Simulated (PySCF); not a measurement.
Zn(Me)(OMe) (C2H6OZn), SMILES [CH3][Zn][O]C. Atoms are numbered in the order given.

```xyz
10

Zn    -0.2185     0.1397     0.3039
C     -1.5246     1.1409     1.3228
H     -2.1175     0.4670     1.9611
H     -2.2165     1.6761     0.6536
H     -1.0299     1.8824     1.9696
O      1.0306    -0.8573    -0.4889
C      1.3846    -0.9026    -1.8345
H      1.7574     0.0675    -2.2310
H      2.2030    -1.6344    -1.9843
H      0.5552    -1.2212    -2.5038
```
Charge 0, spin multiplicity 1.

Geometry: B3LYP-D3(BJ)/def2-SVP. The structure was generated by enumeration; whether it is a known compound was not checked. The values are those of a single conformer.

These are PBE/pcSseg-1 in PySCF values and carry that method's errors.

GIAO shieldings, no solvent; atoms alike by connectivity are averaged. δ = σ(ref) − σ: ¹³C against TMS (σ = 182.0 ppm); ¹H against TMS (σ = 31.49 ppm); ¹⁷O against H2O (σ = 334.3 ppm), references at their B3LYP-D3(BJ)/def2-TZVP geometries, non-relativistic.

| atoms | nucleus | count | δ (ppm) |
|---|---|---|---|
| C7 | ¹³C | 1 | 62.3 |
| C2 | ¹³C | 1 | -15.2 |
| H8, H9, H10 | ¹H | 3 | [?] |
| H3, H4, H5 | ¹H | 3 | 0.10 |
| O6 | ¹⁷O | 1 | [?] |

### Question
Complete the blanks. (The exact figures need the calculation; the answer reports its results.)

### Answer

- H8, H9, H10, δ (ppm): 4.55
- O6, δ (ppm): 43.7
